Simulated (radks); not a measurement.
Values are calculated unless marked as measured or tabulated.
The xenon ion Xe12+ is in [Kr] 4d(3/2: 4, 5/2: 2). Level of theory: Dirac Kohn-Sham, PBE, spin-unpolarised, spherical densities, finite nucleus; Fermi nuclear charge, rms radius of each element as measured or else 0.836 A^(1/3) + 0.57 fm (a radial shooting solver on a logarithmic mesh with Libxc functionals). Sub-shells are occupied by j as written (lower j first in brackets). One electron is removed from 4d5/2, 4d3/2, 4p3/2, 4p1/2 in turn, with full relaxation. Which removal costs least, and what does each cost?

Answer. 4d5/2 284.43 eV; 4d3/2 287.01 eV; 4p3/2 368.63 eV; 4p1/2 382.66 eV. The 4d5/2 electron leaves first.
